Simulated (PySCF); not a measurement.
**Substituent chemical shifts**

Parent skeleton `[CH2:1]1[CH2:2][NH:3][SiH2:4][CH2:5]1`; one hydrogen on atom 5 is replaced by X. Hydrogens on one atom are averaged.

[PySCF 2.14: PBE0/pcSseg-1 with gauge-including orbitals; structure optimised with PBE0-D3(BJ)/def2-SVP; non-relativistic Hamiltonian; one averaged value for each set of equivalent atoms; in vacuum; a single conformation]

Shifts are taken against calculated references (same method and geometry level): TMS for $^{13}$C and $^{29}$Si and $^{1}$H; $^{15}$N against NH3.

Parent (X = H): C1 28.7, C2 48.4, N3 23.0, Si4 -23.3, C5 8.9, H(C1) 1.75, H(C2) 3.01, H(Si4) 4.85, H(C5) 0.89 ppm. Effects are Δδ = δ(X) − δ(H), positive for deshielding.

(1) Order these by the shift of C5, most shielded first.
A. X = N-pyrrolidinyl
B. X = NMe2
C. X = CF=CF2
D. X = iPr

(2) Order these by the shift of Si4, most shielded first.
A. X = iPr
B. X = CF=CF2
C. X = N-pyrrolidinyl

Answers

(1) C (+15.4 ppm), D (+25.4 ppm), A (+43.5 ppm), B (+47.0 ppm).

(2) B (-3.4 ppm), C (-0.2 ppm), A (+2.9 ppm).

Experimental scales use liquid or dissolved standards, which lie at an offset from isolated NH3 (liquid NH3: subtract about 20 ppm).
